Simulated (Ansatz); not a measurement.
Name a neutral molecule of C, F, O, S, Si and H with ideal-gas entropy at 298 K and 1 bar (rigid rotor, harmonic PBE0-D4/def2-TZVP) between 373 and 389 J/(mol·K) and HOMO energy (PBE/def2-TZVPP) between -7.00 and -6.70 eV (Ansatz, PBE0-D4/def2-TZVP geometry).

`CO[Si](F)(F)S` (384 J/(mol·K), -6.80 eV). Other molecules can fit too; these were computed, each in one conformer that needn't be the lowest.
